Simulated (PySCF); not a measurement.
C₆H₄F₂, SMILES C#C[C@H](F)C=C=CF.

Geometry optimised at PBE0-D3(BJ)/def2-SVP. The structure was generated by enumeration; whether it is a known compound was not checked. Other conformers were not sampled.

Two levels are set side by side: TDA-PBE/def2-SVPD (PySCF) and TDA-M06-2X/def2-SVPD (PySCF). Vertical, same geometry. The lowest singlet is HOMO→LUMO 99 % with PBE and HOMO→LUMO 87 % with the other functional; states are paired by order. Differences are taken from unrounded values.

| quantity | TDA-PBE |
|---|---|
| lowest singlet excitation (eV) | 4.68 |
| lowest triplet excitation (TDA) (eV) | 4.27 |

Problem. These are the TDA-PBE values. What does TDA-M06-2X give? (The exact figures need the calculation; the answer reports its results.)

Solution. 
```tsv
quantity	TDA-M06-2X	TDA-PBE minus TDA-M06-2X
lowest singlet excitation (eV)	4.98	-0.30
lowest triplet excitation (TDA) (eV)	4.64	-0.37
```

A lower first singlet is the usual sign of a functional without exact exchange. Differences between two approximate levels are no errors against the true value.

Rough cost on one machine, each run with all the roots and properties that it gave: TDA-M06-2X against TDA-PBE about 9 times.
